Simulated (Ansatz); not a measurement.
Cost and result up the ladder for GeH2MeBr (CH5BrGe) (8 atoms). The state is a singlet with charge 0. Geometry: PBE0-D4/def2-SVP.

Cartesian coordinates in Å:
```
Ge -0.649 -0.555 0.221
H -2.069 0.035 0.199
H -0.422 -1.372 1.504
C 0.720 0.792 -0.055
H 0.672 1.546 0.745
H 0.568 1.288 -1.024
H 1.715 0.325 -0.047
Br -0.535 -2.060 -1.543
```

Ansatz on 4 threads of Arm Neoverse V2 on a shared host. Times are rough, and most runs start from the orbitals of an earlier one. ωB97M-V/def2-TZVP serves as the yardstick here, not as an exact answer. Differences are given only for rows in sets of like size (and for xTB, whose basis is part of the method), since another set adds its own error. Binding counts from free atoms at the same level (Ge triplet, H doublet, C triplet, Br doublet; other spins of the atoms weren't run), without zero-point energy or a counterpoise term.

LC-ωPBE has ω = 0.4 bohr⁻¹. B3LYP takes the VWN-RPA correlation. Correlated methods freeze 19 core orbitals; core or outer-core shells of Ge, Br are correlated, in sets that lack core-valence functions.

Correlated methods converge slowly with the basis.

```csv
level,functions,binding energy per atom (eV),difference from ωB97M-V/def2-TZVP (eV)
PBE0-D4/def2-SVP,103,3.24,–
PBE-D4/def2-TZVP,157,3.25,0.02
LC-ωPBE/def2-TZVP,157,3.20,-0.02
PBE0-D4/def2-TZVP (with forces),157,3.23,0.01
MP2/def2-TZVP,157,3.15,-0.08
ωB97X-V/def2-TZVP,157,3.25,0.03
r2SCAN-D4/def2-TZVP,157,3.25,0.03
B3LYP-D4/def2-TZVP,157,3.22,0.00
PBE-D4/def2-SVP,103,3.25,–
CCSD(T)/def2-TZVPP,197,3.20,-0.02
CAM-B3LYP-D4/def2-TZVP,157,3.23,0.01
ωB97M-V/def2-TZVP,157,3.23,0.00
r2SCANh-D4/def2-TZVP,157,3.24,0.02
HF/STO-3G,46,3.42,–
```

Problem. Estimate how long each takes.

Solution. HF/STO-3G 0.15 s; PBE-D4/def2-SVP 0.6 s; PBE0-D4/def2-SVP 0.95 s; PBE-D4/def2-TZVP 1 s; MP2/def2-TZVP 1.1 s; LC-ωPBE/def2-TZVP 1.3 s; B3LYP-D4/def2-TZVP 1.4 s; CAM-B3LYP-D4/def2-TZVP 1.6 s; r2SCAN-D4/def2-TZVP 2 s; PBE0-D4/def2-TZVP (with forces) 2.1 s; r2SCANh-D4/def2-TZVP 2.5 s; ωB97X-V/def2-TZVP 3.8 s; ωB97M-V/def2-TZVP 4.5 s; CCSD(T)/def2-TZVPP 61 s. On shared hardware such times vary by a factor of up to 3.
